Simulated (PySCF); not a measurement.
CF2, singlet, geometry from GFN2-xTB. Base run: TPSS/3-21G (PySCF).

Input for PySCF:
```python
from pyscf import gto, scf, dft

mol = gto.Mole()
mol.atom = '''
    F    -1.02933801   -0.22870680    0.03405471
    C    -0.01684584    0.58931167    0.03468448
    F     1.04056857   -0.16416765   -0.05717770
'''
mol.basis = '3-21g'
mol.verbose = 4
mol.symmetry = True
mol.build()

mf = dft.RKS(mol)
mf.xc = 'tpss'
mf.kernel()
mf.analyze()
```

The base run was repeated with changes; each row names its change, and settings that it needs were set with it.

| change | ΔE vs base (eV) | point group used | SCF cycles |
|---|---|---|---|
| base | 0.00 | C2v | 7 |
| irrep_nelec = A1:12 A2:4 B1:2 B2:6 | 114.97 | C2v | 8 |
| irrep_nelec = A1:14 A2:2 B2:8 | 38.30 | C2v | 7 |
| symmetry_subgroup = C2 | 0.00 | C2 | 7 |
| symmetry_subgroup = Cs | 0.00 | Cs | 9 |
| symmetry = off | 0.00 | C1 | 9 |
| irrep_nelec = A1:14 B1:2 B2:8 | 35.50 | C2v | 7 |
| irrep_nelec = A1:12 B1:2 B2:10 | 36.66 | C2v | 8 |
